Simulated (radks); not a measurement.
These are the eigenvalues of the occupied orbitals of an atom or ion with whole-number occupations (eV). Calculated with a radial shooting solver on a logarithmic mesh with Libxc functionals: scalar-relativistic Kohn-Sham, r2SCAN, spin-polarised, spherical densities, finite nucleus; meta-GGA in the generalised Kohn-Sham scheme; Fermi nuclear charge, rms radius of each element as measured or else 0.836 A^(1/3) + 0.57 fm.

orbital  eigenvalue
1s up     -43479.90
1s down   -43479.90
2s down   -7062.876
2s up     -7062.852
2p down   -6311.826
2p up     -6311.813
3s up     -1549.902
3s down   -1548.566
3p up     -1311.718
3p down   -1310.376
3d up     -981.3406
3d down   -980.2846
4s up     -323.0026
4s down   -319.2341
4p up     -244.6370
4p down   -240.7859
4d up     -132.8518
4d down   -128.8855
5s up      -55.3457
5s down    -53.0992
5p up      -36.2308
5p down    -34.5584
4f up      -15.2587

Which element is it, and in what charge state? The configuration may be excited. Open shells, if any, are filled with parallel spins first.

Answer. Z = 60, neodymium, charge +2: Nd2+ in [Xe] 4f4. The list shows which subshells hold electrons but not how many an open one holds; the 1s level, -1597.9 hartree, gives Z - s = 56.5 by -(Z - s)^2/2, which with screening and relativity narrows Z to a few neighbours, and the depths of the outer levels then fix element, charge and occupations together.
